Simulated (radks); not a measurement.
Values are calculated unless marked as measured or tabulated.
Task: Valence configurations of the chlorine ion Cl+ (all share [Ne]). Code: a radial shooting solver on a logarithmic mesh with Libxc functionals. Model: scalar-relativistic Kohn-Sham, PBEsol, spin-unpolarised, spherical densities, finite nucleus; Fermi nuclear charge, rms radius 3.3654 fm. Order these by energy: 3s0.5 3p5.5; 3s1 3p5; 3s1.5 3p4.5; 3p6; 3s2 3p4.

Result: From the lowest, in eV above it: 3s2 3p4 0.000; 3s1.5 3p4.5 6.324; 3s1 3p5 12.669; 3s0.5 3p5.5 19.033; 3p6 25.417. NIST lists [Ne] 3s2 3p4 as the ground configuration; this level of theory agrees among the configurations tried. The energies are those of spherical spin-averaged densities, not of single terms.
